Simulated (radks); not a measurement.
Values are calculated unless marked as measured or tabulated.
Spherical quantum dot in the effective-mass picture: electrons in a hard-walled sphere of radius 2.53, with a point charge +1 (a donor) at the centre, all in effective atomic units (hartree* = m*/eps^2 hartree, bohr* = eps/m* bohr), one dielectric constant everywhere. Level of theory: non-relativistic Kohn-Sham, exchange-only LDA, spin-polarised, spherical densities (a radial shooting solver with Libxc functionals). Levels are named by radial order and angular momentum (1s, 1p, 1d, 2s, ...), and open shells are averaged over m. Results are scaled to m* = 0.033 and eps = 17.5, for which hartree* = 2.932 meV and bohr* = 28.06 nm.

N = 8, configuration 1s2 1p6. This is the lowest configuration that the search found. Occupied and some empty levels:

| level | occupation | eigenvalue (meV) | <r> (nm) |
|---|---|---|---|
| 1s | 2 | 12.555 | 36.49 |
| 1p | 6 | 14.765 | 44.10 |
| 1d | 0 | 17.461 | 47.52 |
| 2s | 0 | 18.308 | 33.25 |
| 1f | 0 | 20.798 | 49.84 |

Energy (meV): total 61.0927, kinetic 33.020, external -17.904, Hartree 55.925, exchange-correlation -9.9489.

Electron density:

| r (nm) | n(r) (e/nm^3) |
|---|---|
| 1.76 | 0.00001771 |
| 5.30 | 0.00001449 |
| 8.85 | 0.00001260 |
| 12.4 | 0.00001164 |
| 15.9 | 0.00001131 |
| 19.5 | 0.00001138 |
| 23.0 | 0.00001166 |
| 26.6 | 0.00001200 |
| 30.1 | 0.00001226 |
| 33.7 | 0.00001230 |
| 37.2 | 0.00001202 |
| 40.8 | 0.00001135 |
| 44.3 | 0.00001025 |
| 47.9 | 8.738e-06 |
| 51.4 | 6.945e-06 |
| 55.0 | 5.012e-06 |
| 58.5 | 3.184e-06 |
| 62.0 | 1.656e-06 |
| 65.6 | 5.862e-07 |
| 69.1 | 6.601e-08 |
